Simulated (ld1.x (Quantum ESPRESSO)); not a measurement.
## chromium (Cr), RRKJ: configuration errors across variants

```json
{
 "Element": "chromium",
 "Generator": "ld1.x (Quantum ESPRESSO) 7.5",
 "Type": "norm-conserving RRKJ (Kleinman–Bylander form)",
 "Functional": "PBEsol",
 "Relativity": "scalar-relativistic",
 "Frozen core": "[Ne] 3s2",
 "Valence charge": "12",
 "Reference configuration": "3p6 3d5 4s0.5 4p0 (charge +0.5)",
 "Partial waves": "4s (bound): rc 2.50 bohr; 3p (bound): rc 0.95 bohr; 3d (bound): rc 1.00 bohr",
 "Local potential": "all-electron potential smoothed inside 1.35 bohr (lloc = -1)",
 "Core correction": "a·sin(br)/r model core, default radius (core density twice the valence density)",
 "rho0": "0.01"
}
```

All-electron excitation energies from the reference (eV): (1) 3p6 3d5 4s1 4p0 -2.707; (2) 3p6 3d5 4s0 4p0 4.166; (3) 3p6 3d4 4s0 4p0 20.180; (4) 3p6 3d5 4s0 4p1 0.436; (5) 3p6 3d4 4s1 4p1 0.829; (6) 3p6 3d4 4s2 4p0 -2.800; (7) 3p6 3d4 4s1 4p0 5.303.

The default core radius of the base comes out at 0.46 bohr.

A true bound ghost makes a file unfit for plane-wave use even where its test errors are small: the radial tests pick states by their node count and pass the ghost by.

Errors AE − PS in meV (a dash: test not solved or not reliable):

```tsv
change	(1)	(2)	(3)	(4)	(5)	(6)	(7)	bound ghosts
base	-0.4	-1.8	-14	-1.3	-23	-34	-24	s
core correction none	-0.1	-0.8	+0.9	-1.1	-16	-27	-19	s
core correction a·sin(br)/r model core inside 0.44 bohr	-0.4	-1.8	-14	-1.3	-23	-34	-24	s
core correction a·sin(br)/r model core inside 0.60 bohr	-0.4	-1.8	-14	-1.3	-23	-34	-24	s
core correction a·sin(br)/r model core inside 0.84 bohr	-0.4	-1.8	-14	-1.2	-23	-33	-24	s
core correction a·sin(br)/r model core inside 1.08 bohr	-0.4	-1.7	-14	-1.2	-23	-33	-24	s
```

**Question.** Give the same row for: core correction a·sin(br)/r model core inside 0.94 bohr.

**Answer.** -0.4, -1.7, -14, -1.2, -23, -33, -24; bound ghosts: s.
